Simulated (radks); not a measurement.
Species: Cl2+. Configuration: [Ne] 3s2 3p3.

All-electron calculation, Dirac Kohn-Sham, PW91, spin-unpolarised, spherical densities, point nucleus; open shells fill j = l - 1/2 first. Program: a radial shooting solver on a logarithmic mesh with Libxc functionals.

Energy parts (hartree):
total: -460.16855
kinetic: 462.62517
electron-nucleus: -1083.24993
Hartree: 187.92678
exchange-correlation: -27.47057

Orbitals (lengths in bohr, moments of r in powers of bohr; <r^-3> diverges for s and p1/2):
orbital  occ.  eigenvalue (hartree)    <r^2>      <r^4>  <r^-3>  small-component weight
1s1/2       2             -102.1884  0.01113  0.0003201       -                3.66e-03
2s1/2       2             -10.31247   0.2340    0.09872       -                5.74e-04
2p1/2       2              -8.11795   0.2041    0.08893       -                5.54e-04
2p3/2       4              -8.05530   0.2063    0.09072   101.7                5.50e-04
3s1/2       2              -1.65203    2.387      9.126       -                1.03e-04
3p1/2       2              -1.17018    2.982      15.10       -                8.48e-05
3p3/2       1              -1.16416    3.005      15.33   9.845                8.43e-05

The highest occupied level is 3p3/2 at -31.678 eV. The density falls to 0.001 e/bohr^3 at r = 3.30 bohr. Summed over all electrons, <r^2> = 15.47 bohr^2, which gives a Langevin (diamagnetic) susceptibility term of -12.2 x 10^-6 cm^3/mol. For comparison, the ionisation energy in NIST's Atomic Spectra Database is 39.8 eV (semi-empirical). In exact Kohn-Sham theory the highest level is minus the ionisation energy, but local and semilocal functionals leave it too shallow, through self-interaction and a potential that decays too fast; potentials with the right tail come closer.

Beside tabulated values, note that spin-unpolarised runs miss the spin-polarisation part of the exchange energy of open shells.
